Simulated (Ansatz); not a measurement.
`C[Si](C)(C)[Si](C)(C)[Si](C)(C)C`. The state is a triplet with charge 0. Geometry PBE-D4/def2-SVP, that of the neutral singlet.

```xyz
35

C    -0.2019    2.6667    0.9480
Si    0.5558    1.8102   -0.5725
C     2.4419    1.6942   -0.3556
C     0.1763    2.8490   -2.1215
Si   -0.3509   -0.3490   -0.8434
C    -2.1636   -0.2012   -1.4327
C     0.6692   -1.2863   -2.1609
Si   -0.3035   -1.5587    1.1795
C     1.4197   -1.4553    1.9793
C    -0.7147   -3.3836    0.8285
C    -1.5990   -0.8558    2.3816
H     0.1630    3.7116    1.0390
H     0.0651    2.1321    1.8829
H    -1.3089    2.6986    0.8815
H     2.8922    2.7025   -0.2374
H     2.9129    1.2145   -1.2382
H     2.7099    1.0934    0.5373
H     0.6009    2.3781   -3.0320
H    -0.9175    2.9549   -2.2744
H     0.6080    3.8686   -2.0336
H    -2.7754    0.3513   -0.6903
H    -2.2262    0.3428   -2.3981
H    -2.6231   -1.2017   -1.5744
H     0.6654   -0.7466   -3.1310
H     1.7246   -1.3958   -1.8374
H     0.2589   -2.3029   -2.3345
H     1.4725   -2.0845    2.8929
H     2.2085   -1.8040    1.2814
H     1.6634   -0.4131    2.2712
H    -1.7146   -3.4842    0.3579
H    -0.7193   -3.9790    1.7661
H     0.0294   -3.8368    0.1415
H    -1.3982    0.2098    2.6146
H    -1.6030   -1.4204    3.3380
H    -2.6179   -0.9193    1.9469
```

Single mean-field runs in def2-TZVP are fitted with def2-universal-jkfit. At PBE0-D4/def2-TZVP a singlet of charge 0 lies 5.11 eV below the triplet at the same geometry.

Estimate the α-spin orbital energies around the gap (eV) in Ansatz with PBE-D4/def2-TZVP, PBE0-D4/def2-TZVP.


```tsv
orbital	PBE-D4/def2-TZVP	PBE0-D4/def2-TZVP
HOMO−5	-7.29	-8.56
HOMO−4	-7.26	-8.55
HOMO−3	-7.11	-8.38
HOMO−2	-6.67	-7.87
HOMO−1	-6.31	-7.53
HOMO	-0.95	-1.52
LUMO	-0.67	0.16
LUMO+1	-0.26	0.49
LUMO+2	0.41	1.19
LUMO+3	0.44	1.31
LUMO+4	0.59	1.44
LUMO+5	0.83	1.63
β HOMO	-6.24	-7.18
β LUMO	-5.36	-4.67
```
